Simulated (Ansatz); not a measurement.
Relaxation of CH$_{3}$BiF$_{2}$ (7 atoms, charge 0, multiplicity 1), to a largest force component of 0.015 eV/Å in at most 40 steps.

Computed with RHF/def2-SVP (Ansatz).

```xyz
7
Properties=species:S:1:pos:R:3
C -0.262 0.758 -0.293
Bi 0.941 -1.077 -0.497
F 1.516 -0.871 1.480
F -0.616 -2.218 0.101
H -1.015 0.856 -1.176
H -0.882 0.788 0.644
H 0.379 1.695 -0.305
```

Task: Where does it end, and by what steps?

Result: The run converged. After 6 steps the energy has fallen by 0.257 eV; Bi2 moved furthest, 0.08 Å.

```json
{"step": "0", "energy less start (eV)": "0.0000", "largest force component (eV/Å)": "2.233", "accepted": "yes"}
{"step": "1", "energy less start (eV)": "-0.0453", "largest force component (eV/Å)": "1.535", "accepted": "yes"}
{"step": "2", "energy less start (eV)": "-0.2204", "largest force component (eV/Å)": "0.797", "accepted": "yes"}
{"step": "3", "energy less start (eV)": "-0.2538", "largest force component (eV/Å)": "0.216", "accepted": "yes"}
{"step": "4", "energy less start (eV)": "-0.2560", "largest force component (eV/Å)": "0.100", "accepted": "yes"}
{"step": "5", "energy less start (eV)": "-0.2571", "largest force component (eV/Å)": "0.035", "accepted": "yes"}
{"step": "6", "energy less start (eV)": "-0.2572", "largest force component (eV/Å)": "0.009", "accepted": "yes"}
```

```xyz
7
Properties=species:S:1:pos:R:3
C -0.297 0.802 -0.312
Bi 0.923 -1.075 -0.423
F 1.575 -0.854 1.469
F -0.657 -2.222 0.069
H -0.979 0.856 -1.161
H -0.862 0.752 0.617
H 0.358 1.673 -0.304
```

Run time: 16 s on 1 thread of Arm Neoverse V1, with other jobs on the host, peak memory 0.16 GiB.
